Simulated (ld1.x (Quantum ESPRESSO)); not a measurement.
## An all-electron radial function and its pseudo partner (N (Z = 7))

Columns: radius, all-electron u(r) and pseudo u(r) of the 2s shell (level -24.94 eV) of nitrogen in the configuration [He] 2s2 2p2.5; LDA (PZ), scalar-relativistic, RRKJ scheme, ld1.x (Quantum ESPRESSO) 7.5.

```csv
r (bohr),all-electron,pseudo
0.062,0.3286,-0.0173
0.124,0.3984,-0.0442
0.186,0.3295,-0.0879
0.248,0.1919,-0.1508
0.310,0.0269,-0.2309
0.372,-0.1415,-0.3228
0.434,-0.3000,-0.4196
0.496,-0.4415,-0.5149
0.558,-0.5629,-0.6038
0.620,-0.6636,-0.6833
0.682,-0.7442,-0.7516
0.744,-0.8061,-0.8078
0.806,-0.8511,-0.8512
0.868,-0.8814,-0.8814
0.930,-0.8989,-0.8989
0.992,-0.9056,-0.9056
1.054,-0.9032,-0.9032
1.116,-0.8933,-0.8933
1.178,-0.8774,-0.8774
1.240,-0.8566,-0.8566
1.302,-0.8320,-0.8320
1.364,-0.8046,-0.8046
1.426,-0.7751,-0.7751
1.488,-0.7442,-0.7442
1.550,-0.7124,-0.7124
1.612,-0.6802,-0.6802
```

How many radial nodes do the two functions have?

The all-electron 2s function has n − l − 1 = 1; the pseudo-wave has 0, since the states of the same l below it are removed with the core.

At about which radius was the pseudo-wave matched?

0.85 bohr, where the columns begin to agree (steps of 0.06 bohr).

Where does each function peak?

Outermost all-electron maximum near 0.99 bohr, pseudo maximum near 0.99 bohr (to the table’s step).

Is the pseudo-wave norm-conserving?

Yes: the RRKJ scheme keeps the norm inside the radius equal to the all-electron one, which fixes the energy derivative of the logarithmic derivative at the level.
